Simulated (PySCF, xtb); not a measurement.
C2H8AlAs, SMILES [CH3][Al]([CH3])[AsH2].

Harmonic wavenumbers (cm⁻¹) from GFN2-xTB in xtb at its own minimum, in rising order: 24, 45, 65, 95, 118, 157, 303, 447, 451, 454, 502, 533, 578, 617, 667, 993, 1307, 1313, 1453, 1457, 1463, 1464, 1789, 1801, 2894, 2900, 2903, 2910, 2917, 2925.

**Question.** What does PySCF with PBE-D3(BJ)/def2-SVP give at its own minimum? (The exact figures need the calculation; the answer reports its results.)

**Answer.** 16, 32, 86, 124, 141, 153, 295, 430, 509, 536, 575, 595, 645, 694, 719, 952, 1158, 1160, 1369, 1370, 1374, 1380, 2114, 2133, 2956, 2956, 3041, 3043, 3070, 3073. Paired by order, the mean absolute difference is 88 cm⁻¹ and the zero-point energies are 50.8 and 52.5 kcal/mol.
